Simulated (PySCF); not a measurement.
## Working out the ionisation energy of Ag+

Ag+ [Kr] 4d10 (1S) → Ag(2+) [Kr] 4d9 (2D). Computed with PySCF 2.14 in aug-cc-pVTZ-PP with one added diffuse shell each of s, p, d, f, g type with ECP28MDF (7s7p6d4f3g, 113 functions), with scalar relativity through the core potential. Frozen: 4s2 4p6. Energies in hartree (1 hartree = 27.21139 eV):

```json
{"part": "UHF", "Ag+ (lower)": "-145.821676", "Ag(2+) (upper)": "-145.098785"}
{"part": "MP2 opposite-spin", "Ag+ (lower)": "-0.239080", "Ag(2+) (upper)": "-0.187704"}
{"part": "MP2 same-spin", "Ag+ (lower)": "-0.132469", "Ag(2+) (upper)": "-0.105143"}
```

Problem. What does Hartree-Fock give?

Solution. (-145.098785) − (-145.821676) = 0.722891 hartree = 19.671 eV.

Problem. What do MP2 and SCS-MP2 (6/5 opposite-spin, 1/3 same-spin) give?

Solution. The opposite-spin parts differ by 1.398 eV and the same-spin parts by 0.744 eV. MP2: 19.671 + (1.398) + (0.744) = 21.813 eV. SCS-MP2: 19.671 + 1.2 × (1.398) + (0.744)/3 = 21.597 eV.

Reference: 21.484 eV (measured; NIST Atomic Spectra Database, ionization energies), between the lowest levels; spin-orbit coupling is absent from the calculation.

What remains against the reference includes basis incompleteness, the frozen core and correlation beyond second order.
